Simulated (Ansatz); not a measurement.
```yaml
crystal:
  periodic: [true, true, true]
  atoms:
    - {symbol: S, position_ang: [-1.658822, -0.670571, 0.521170]}
    - {symbol: C, position_ang: [-0.136415, 0.266864, 0.373193]}
    - {symbol: Te, position_ang: [1.412692, -0.911013, -0.556324]}
    - {symbol: H, position_ang: [-1.878173, -0.829211, -0.794640]}
    - {symbol: H, position_ang: [-0.279581, 1.183005, -0.194218]}
    - {symbol: H, position_ang: [0.169772, 0.509849, 1.388658]}
    - {symbol: H, position_ang: [2.431728, 0.383176, -0.783438]}
basis:
  gaussian: {orbitals: ANO-RCC-VTZP}
hamiltonian: {xc: {name: CAM-B3LYP}, dispersion: d3bjatm, pseudopotentials: {relativity: none}}
```

```sh
$ ansatz run in.yaml --threads 2 --pin off --events-out ev --progress --plain --max-ram 4352MiB
```

Shortened log:

```
Error: YAML parse error: error: line 2 column 3: crystal: missing field `lattice` (a structure is typed as `lattice` and `atoms`, a molecule's as `atoms` in Å alone, or read from a run's directory, `checkpoint`)
 --> <input>:2:3
1 | crystal:
2 |   periodic: [true, true, true]
3 |   atoms:
4 |     - {symbol: S, position_ang: [-1.658822, -0.670571, 0.521170]}
```

In this input the molecule is marked periodic without a cell. The input was rejected before any iteration.
